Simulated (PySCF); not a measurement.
## How methods differ on the ionisation energy of Ta⁺

Ta⁺ [Xe] 4f14 5d3 6s1 (5F) → Ta²⁺ [Xe] 4f14 5d3 (4F), as a difference of total energies. Computed with PySCF 2.14 in def2-QZVPPD with the def2 core potential (60 electrons) (7s6p4d3f2g, 84 functions), with a scalar-relativistic core potential. Correlated levels: valence and next inner shell: nothing frozen outside the core potential. The calculations carry no spin-orbit coupling.

```csv
method,ionisation energy (eV)
UHF,14.139
MP2 (valence and next inner shell),15.000
SCS-MP2 (valence and next inner shell),14.695
CCSD (valence and next inner shell),14.916
CCSD(T) (valence and next inner shell),14.966
```

How much does correlation contribute at CCSD(T) (valence and next inner shell)?

14.966 − (14.139) = 0.827 eV, measured against UHF.

The reference lies between the lowest fine-structure levels, while these numbers refer to the centres of the terms.

Errors of the correlated levels include the incompleteness of this basis.

For comparison: 16.2 ± 0.5 eV (semi-empirical (NIST evaluation); NIST Atomic Spectra Database, ionization energies).
